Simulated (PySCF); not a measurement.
# Löwdin shares of the frontier orbitals

Species: C₄H₈SSi₂.
SMILES with atom numbers: `[SiH3:1][SiH2:2][c:3]1[cH:4][cH:5][cH:6][s:7]1` (hydrogens: H8, H9, H10 on Si1; H11, H12 on Si2; H13 on C4; H14 on C5; H15 on C6)

Structure used (GFN2-xTB), in Å, numbered top down from 1:
```
atom  x, y, z in Å
Si1    2.7256   -0.4566   -0.7286
Si2    1.3168   -0.0228    1.0547
C3    -0.4356    0.2517    0.4417
C4    -1.4889   -0.6141    0.4217
C5    -2.6549   -0.0840   -0.1711
C6    -2.4788    1.1891   -0.6068
S7    -0.8866    1.7567   -0.2981
H8     2.3566   -1.6756   -1.4548
H9     2.7277    0.6310   -1.7104
H10    4.1099   -0.6352   -0.2839
H11    1.6863    1.1823    1.8094
H12    1.2092   -1.1176    2.0295
H13   -1.4279   -1.6079    0.8301
H14   -3.5793   -0.6258   -0.2663
H15   -3.1844    1.8365   -1.0890
```

The calculation used TDDFT wB97X-D/def2-SVPD, vertical, gas phase, core orbitals frozen in the response (PySCF 2.14.0, density-fitted response routines).

Kohn–Sham orbitals with the atoms that hold most of them (Löwdin shares over 4%, at most four atoms; ? is withheld):

```
orbital  ε (eV)                              atoms
 HOMO-3  -11.31   C3 18%, Si2 18%, S7 15%, H12 12%
 HOMO-2  -10.66   Si1 29%, Si2 28%, C3 11%, H10 5%
 HOMO-1   -9.18                                  ?
   HOMO       ?                                  ?
   LUMO    0.85     C3 19%, S7 19%, C6 18%, C4 14%
 LUMO+1    1.68  Si2 27%, Si1 19%, S7 13%, H12 10%
 LUMO+2    1.84  Si1 27%, Si2 26%, H8 12%, H11 11%
```

(1) Which atoms hold the HOMO-1, and with what shares?

(2) Which atoms hold the HOMO, and with what shares?

(3) What is the HOMO energy, and the HOMO–LUMO gap?

Results:

(1) S7 (bonded to 2 C) 44%; C4 (bonded to 2 C and H) 19%; C5 (bonded to 2 C and H) 16%; C3 (bonded to C, S and Si) 9%. By element: sulfur 44%, carbon 44% or more.

(2) C3 (bonded to C, S and Si) 25%; C6 (bonded to C, S and H) 24%; C5 (bonded to 2 C and H) 14%; C4 (bonded to 2 C and H) 13%.

(3) ε(HOMO) = -8.68 eV; the gap is 9.53 eV (0.3502 hartree).

**Question.** How does S1 compare with the orbital gap of 9.53 eV?

**Answer.** S1 is at 5.50 eV (f = 0.223), 4.03 eV below the gap, made of HOMO→LUMO (91%). Without the coupling terms of the response equations the lowest excitation would equal the gap.

**Question.** One configuration dominates each of S1 and S2. Which, and how do the shares of the two leading atoms of either orbital change from the occupied to the empty one?

**Answer.** 
- S1 (5.50 eV, f 0.223), HOMO→LUMO (91%): C3 25% → 19%, C6 24% → 18%, S7 at most 13% → 19%
- S2 (5.78 eV, f 0.093), HOMO-1→LUMO (82%): S7 44% → 19%, C4 19% → 14%, C3 9% → 19%

Löwdin shares depend on the basis, the more so with diffuse functions.

One conformer stands for the species.
